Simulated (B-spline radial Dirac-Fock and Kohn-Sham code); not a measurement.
# Dy³⁺: non-radiative channels of the 3p1/2 vacancy

System: dysprosium as Dy³⁺, [Xe] 4f9.

The computed values come from a radial B-spline solver: one-electron (LDA, Dirac) transition rates at Dirac-Fock energies. Kinetic energies are configuration averages from the vacuum level; the two-hole energies are estimated from single-hole states.

| transition | kinetic energy (eV) | width (meV) | share (%) |
| --- | --- | --- | --- |
| M2-M4N1 | 24.08 | 742 | 8.2 |
| M2-M3N6 | 101.3 | 238 | 2.6 |
| M2-M3N7 | 102.5 | 259 | 2.9 |
| M2-M4N2 | 106.5 | 736 | 8.2 |
| M2-M5N2 | 141.5 | 838 | 9.3 |
| M2-M4N3 | 144.3 | 944 | 10.5 |
| M2-M4N4 | 281.5 | 306 | 3.4 |
| M2-M4N5 | 287.5 | 356 | 4.0 |
| M2-M4N6 | 449.0 | 1110 | 12.3 |
| M2-M4N7 | 449.6 | 1700 | 18.9 |

Coster-Kronig rates are the weakest part of this model and often come out 1.5 to 2.5 times too large. The listed channels hold 80 % of the non-radiative rate. Summed by principal shells, of 9.02 eV in all: MMN 83.8 %, MNN 8.3 %, MMO 6.8 %, MNO 1.1 %.
